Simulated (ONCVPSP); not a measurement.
# Pseudopotential generation for Al (Z = 13): ONCV, PBE, non-relativistic.

ONCVPSP 4.0.1 input, shortened (lines: element, Z, core and valence counts, functional; n l f; lmax; l rc ep ncon nbas qcut; lloc lpopt rc5 dvloc0; l nproj debl; icmod fcfact rcfact), PBE, non-relativistic:

```
  Al 13.00    3    2        4      upf
    1    0    2.00
    2    0    2.00
    2    1    6.00
    3    0    1.75
    3    1    1.25
    1
    0    1.75    0.00    4    9    3.00
    1    2.25    0.00    3    7    3.20
    4    1    1.20    6.00
    0    2    1.50
    1    2    1.50
    0    0.00    0.00
```

Poles of the logarithmic derivatives, all-electron (AE) and pseudo (PS). s: poles at 2.4 (AE) and 2.4 (PS) Ha. p: poles at 1.2 (AE) and 1.2, 5.0 (PS) Ha. Test radii: s 1.77, p 2.28 bohr.

- Cutoffs needed: 5.9 Ha and 38 Ha (the cutoffs (Ha) at which the residual kinetic energy of the hardest occupied pseudo-wave falls to 1 and 0.1 mHa per electron) The cutoffs count occupied waves only; projector 2 of the s channel, the hardest unoccupied one, needs 45 Ha at the loose tolerance.
- Ghost test: no bound ghost flagged; no localised positive-energy state flagged
- Largest excitation error: +11 meV (all-electron minus pseudo) for 3s1 3p0, out of 4 test configurations
